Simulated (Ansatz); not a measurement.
Coupled-cluster run, B$_{2}$FH$_{4}$NSi (`NB1[SiH2]B1F`).

```yaml
crystal:
  periodic: [false, false, false]
  atoms:
    - {symbol: N, position_ang: [-0.198027, 1.763665, -0.010639]}
    - {symbol: B, position_ang: [-0.036420, 0.502715, -0.516621]}
    - {symbol: Si, position_ang: [0.023533, -1.380189, 0.648191]}
    - {symbol: B, position_ang: [0.557798, -0.838880, -1.130772]}
    - {symbol: F, position_ang: [0.473524, -1.476007, -2.299107]}
    - {symbol: H, position_ang: [0.380762, 2.537569, -0.299379]}
    - {symbol: H, position_ang: [-0.888349, 2.006520, 0.680513]}
    - {symbol: H, position_ang: [-0.783057, -2.547448, 1.106563]}
    - {symbol: H, position_ang: [0.558637, -0.614146, 1.804154]}
basis:
  gaussian: {orbitals: def2-SVP}
correlation: {method: ccsd_t}
```

```sh
$ ansatz run in.yaml --threads 2 --pin off --events-out ev --progress --plain --max-ram 4352MiB
```

The program prints (abridged):

```
Functional definition: HF
929 factors; integrals over basis functions are off by at most 1.2e-3 eV
mean field evaluation 1: about -13446.1648 eV, gradient 3.3e1 eV
mean field evaluation 2: about -13446.2411 eV, gradient 3.3e1 eV
mean field evaluation 4: about -13449.2377 eV, gradient 3.7e0 eV
mean field evaluation 8: about -13449.3092 eV, gradient 3.5e-1 eV
mean field -13449.31065820 eV, -494.2530504187 hartree, gradient 2.2e-6 eV, S^2 0.000000; 0 other end points of the search recorded, 0 dependent functions left out
9 core orbitals not correlated: weight in the atoms' cores, before any rotation towards them, 1.000 or more for the frozen orbitals, at most 0.000 for the correlated occupied ones
reference -13449.31065820 eV, -494.2530504187 hartree; 13, 13 occupied and 72, 72 virtual orbitals, 929 factors
second order -16.73653172 eV of doubles, -0.00000000 eV of singles
cycle   1  -17.30279376 eV  change   -5.7e-1 eV  update   1.1e-1
cycle   2  -17.77413071 eV  change   -4.7e-1 eV  update   3.5e-2
cycle   3  -17.90287380 eV  change   -1.3e-1 eV  update   2.1e-2
cycle   4  -17.90027867 eV  change    2.6e-3 eV  update   6.0e-3
cycle   5  -17.89567693 eV  change    4.6e-3 eV  update   2.7e-3
cycle   6  -17.89598815 eV  change   -3.1e-4 eV  update   1.1e-3
cycle   7  -17.89579197 eV  change    2.0e-4 eV  update   4.6e-4
cycle   8  -17.89571288 eV  change    7.9e-5 eV  update   2.4e-4
cycle   9  -17.89578750 eV  change   -7.5e-5 eV  update   1.2e-4
cycle  10  -17.89576794 eV  change    2.0e-5 eV  update   4.8e-5
cycle  11  -17.89576506 eV  change    2.9e-6 eV  update   2.2e-5
perturbative correction -0.59458747 eV, -0.0218506866 hartree
Total energy: -13467.80101074 eV, -494.9325583413 hartree
```

Run time 4.3 s (2 threads of an AMD EPYC 7R43 on a shared host); peak host memory 0.36 GiB.

Correlation energy per correlated electron: -0.711 eV. T1 diagnostic: 0.0170.
